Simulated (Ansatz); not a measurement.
A nudged elastic band was laid between two geometries of CH2BNO (6 atoms, charge 0, multiplicity 1).

Theory: RKS r2SCAN/def2-SVP in Ansatz.

- movable images: 5
- climbing image: yes
- spring: 5.0 eV/Å²
- optimiser: quadratic models (default)
- start path: IDPP
- force threshold: 0.05 eV/Å
- iteration limit: 60
- end points: relaxed

Image 0:

```xyz
6
Properties=species:S:1:pos:R:3
N -0.181 1.340 -0.393
C -0.190 0.358 0.429
B 0.213 -1.094 0.075
O 0.537 -2.212 -0.251
H 0.132 1.035 -1.326
H -0.512 0.572 1.465
```

Image 6:

```xyz
6
Properties=species:S:1:pos:R:3
N 0.036 0.933 -0.882
C -0.099 0.236 0.182
B 0.238 -1.274 0.125
O 0.490 -2.456 0.124
H -0.220 1.914 -0.702
H -0.445 0.648 1.153
```

Which bonds break or form, and what moves?

No bond is made or broken. The dihedral H5–N1–C2–B3 changes from 0 to -180° by way of a nearly straight angle H5–N1–C2 (up to 180°), not by a turn about the bond.

What energy profile does the band end with?

The forces met the threshold. The highest image is number 3 of 0 to 6, 1.21 eV above the ends, which have the same energy within 2 meV. A vibrational analysis at the climbing image gives one clearly imaginary mode, 1140i cm⁻¹: a first-order saddle point.

```tsv
image	path coordinate (Å)	energy (eV)	angle H5–N1–C2 (°)
0	0.00	0.00	111
1	0.33	0.06	117
2	0.66	0.59	142
3	0.98	1.21	180
4	1.33	0.59	141
5	1.68	0.09	118
6	2.02	0.00	110
```

What is the geometry of the highest image?


```xyz
6
Properties=species:S:1:pos:R:3
N -0.102 1.026 -0.622
C -0.288 0.246 0.333
B 0.354 -1.184 0.280
O 0.887 -2.264 0.162
H 0.047 1.650 -1.385
H -0.898 0.525 1.233
```

What are the harmonic wavenumbers there?

1140i, 163, 329, 556, 723, 807, 889, 1398, 1763, 2031, 2840, 3910 cm⁻¹.

Run time: 2.2 min on 1 thread of Arm Neoverse V2, with other jobs on the host, peak memory 0.23 GiB.
